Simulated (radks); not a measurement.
Ni4+, configuration [Ar] 3d6. Method: scalar-relativistic Kohn-Sham, exchange-only r2SCAN, spin-polarised, spherical densities, finite nucleus; open shells are filled with parallel spins first; meta-GGA in the generalised Kohn-Sham scheme; Fermi nuclear charge, rms radius 3.7757 fm; computed with a radial shooting solver on a logarithmic mesh with Libxc functionals.

Radial electron density D(r) = 4 pi r^2 rho(r):

```
   r/bohr * D(r) (the largest magnitude, 38.5, reaches the edge; | marks zero)
 0.003914 |   *
 0.004449 |    *
 0.005056 |     *
 0.005747 |      *
 0.006584 |        *
 0.007483 |          *
 0.008505 |            *
 0.009744 |               *
  0.01107 |                  *
  0.01259 |                     *
  0.01431 |                         *
  0.01639 |                             *
  0.01863 |                                 *
  0.02117 |                                     *
  0.02406 |                                         *
  0.02757 |                                            *
  0.03133 |                                              *
  0.03561 |                                               *
  0.04047 |                                               *
  0.04637 |                                              *
   0.0527 |                                            *
   0.0599 |                                         *
  0.06862 |                                       *
  0.07799 |                                     *
  0.08864 |                                      *
   0.1007 |                                        *
   0.1154 |                                            *
   0.1312 |                                                *
   0.1491 |                                                    *
   0.1695 |                                                      *
   0.1942 |                                                    *
   0.2207 |                                               *
   0.2508 |                                        *
   0.2873 |                                *
   0.3266 |                         *
   0.3712 |                      *
   0.4218 |                      *
   0.4833 |                        *
   0.5493 |                           *
   0.6243 |                            *
   0.7096 |                          *
   0.8129 |                      *
   0.9239 |                 *
     1.05 |            *
    1.193 |       *
    1.367 |   *
    1.554 | *
    1.766 |*
    2.024 *
      2.3 *
    2.614 *
    2.971 *
    3.404 *
    3.869 *
```

D(r) has 3 maxima, at r = 0.0377, 0.171, 0.619 bohr, and minima at 0.0812, 0.396 bohr, inside which lie 2.10, 10.74 electrons.
